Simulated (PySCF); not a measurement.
Compound: C7H15AlO.
SMILES with atom numbers: `[CH2:1]=[CH:2][CH2:3][C@@H:4]1[CH2:5][CH2:6][CH2:7][O+:8]1[AlH3-:9]`

NICS is the negative of the GIAO shielding at a point without a nucleus: at the ring centre (0) and 1 Å above and below it (1); zz is the component along the ring normal. Level: GIAO PBE0/pcSseg-1 (PySCF, non-relativistic, gas phase) on the PBE0-D3(BJ)/def2-SVP geometry, one conformer.

Ring bond lengths (Å), with Mayer bond orders in brackets: C4–C5 1.533 (1.02), C5–C6 1.526 (1.05), C6–C7 1.512 (1.03), C7–O8 1.436 (0.81), O8–C4 1.458 (0.75).

Problem. Give the NICS values of each ring in ppm.

Solution. 
| ring | type | NICS(0) | NICS(1), two faces | NICS(1)zz, two faces | rms pucker (Å) | centre to ring atoms, mean (Å) |
| --- | --- | --- | --- | --- | --- | --- |
| C4–C5–C6–C7–O8 | 5-membered ring with O; formal bonds all single | -8.6 | -4.2 / -3.7 | -5.5 / -4.7 | 0.17 | 1.25 |

Problem. What can be read from them?

Solution. 
- C4–C5–C6–C7–O8: mean NICS(1)zz -5.1 ppm, shielded. C4, C5, C6, C7 have four or more neighbours, so the value isn't read as a sign of a π ring current.

Problem. What is the mean of the two in-plane components of NICS at the first NICS(1) probe listed for ring C4–C5–C6–C7–O8, 1 Å off the ring?

Solution. The isotropic value is a third of the trace: (3 × -4.2 − (-5.5))/2 = -3.6 ppm.

Problem. What are the shieldings of the ring atoms and their hydrogens in the same run (means over atoms taken as equivalent)?

Solution. 
| atoms | environment | σ isotropic (ppm) | principal values of the symmetric part, first atom (ppm) |
| --- | --- | --- | --- |
| C4 | sp3 carbon bound to oxygen | 97.1 | 55.5, 87.0, 148.9 |
| C5 | ring CH2 carbon | 149.6 | 123.0, 156.2, 169.8 |
| C6 | ring CH2 carbon | 156.1 | 131.9, 165.0, 171.4 |
| C7 | sp3 carbon bound to oxygen | 111.3 | 68.9, 100.5, 164.4 |
| O8 | oxygen bonded to Al and 2 C | 265.4 | 180.4, 292.7, 323.3 |
| H on C4 | methine hydrogen | 26.83 | 24.5, 25.8, 30.2 |
| H on C5 | methylene hydrogen | 29.89 | 24.8, 29.4, 35.5 |
| H on C5 | methylene hydrogen | 29.07 | 24.8, 26.7, 35.7 |
| H on C6 | methylene hydrogen | 29.38 | 25.1, 26.8, 36.2 |
| H on C6 | methylene hydrogen | 29.59 | 25.0, 26.3, 37.5 |
| H on C7 | methylene hydrogen | 27.64 | 23.1, 25.8, 34.0 |
| H on C7 | methylene hydrogen | 26.66 | 21.9, 26.3, 31.8 |

Problem. How do the values depend on the level or the medium?

Solution. 
```tsv
level	NICS(0), C4–C5–C6–C7–O8	mean NICS(1)zz, C4–C5–C6–C7–O8
PBE0/pcSseg-1, gas	-8.6	-5.1
WP04/pcSseg-1, gas	-7.9	-4.2
PBE0/pcSseg-1, IEF-PCM benzene	-8.6	-5.1
PBE0/pcSseg-1, IEF-PCM water	-8.6	-5.1
```

The geometry is the same throughout; the continuum's cavity takes Bondi-type radii × 1.2.

Hardware: Arm Neoverse V2, one thread, shared host with 96 logical CPUs at a one-minute load of 37. Cost: 51 s of wall time (grids of density and orbitals included), 1.2 GiB resident at most. This is the whole shielding run at PBE0/pcSseg-1, SCF included.
